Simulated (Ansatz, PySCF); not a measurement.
Members of the series GeXY, Y = H; each row names its spin state. Isolated molecules, 0 K electronic values unless said otherwise. One relaxed conformer stands for each flexible species; it need not be the lowest. Strings in code marks are SMILES.

Quantity: adiabatic spin-state energy, in kcal/mol. HF references are unrestricted for open shells and restricted for singlets. The restricted reference of `[GeH2]`, `[CH3][GeH]`, `[F][GeH]` and `[Cl][GeH]` is unstable towards unrestricted orbitals.

Level 1: frozen-core CCSD(T)/cc-pVTZ // PBE0-D3(BJ)/def2-TZVP (Ansatz, a first-principles code)
Level 2: LC-ωPBE/cc-pVTZ // PBE0-D3(BJ)/def2-TZVP (Ansatz)
Level 3: PBE-D3(BJ)/def2-TZVP // PBE0-D3(BJ)/def2-TZVP (PySCF)
Level 4: PBE0-D3(BJ)/def2-TZVP (PySCF)

| species | level 1 | level 2 | level 3 | level 4 |
|---|---|---|---|---|
| `[Cl][GeH]`: multiplicity 3 minus multiplicity 1 | 37.9 | 34.6 | 38.7 | 36.6 |
| `[GeH2]`: multiplicity 3 minus multiplicity 1 | 22.3 | 18.8 | 23.6 | 21.4 |
| `[F][GeH]`: multiplicity 3 minus multiplicity 1 | 42.7 | 39.4 | 43.1 | 41.1 |
| `[SH][GeH]`: multiplicity 3 minus multiplicity 1 | 38.4 | 34.6 | 38.9 | 36.9 |
| `[CH3][GeH]`: multiplicity 3 minus multiplicity 1 | 24.9 | 21.5 | 25.7 | 23.6 |
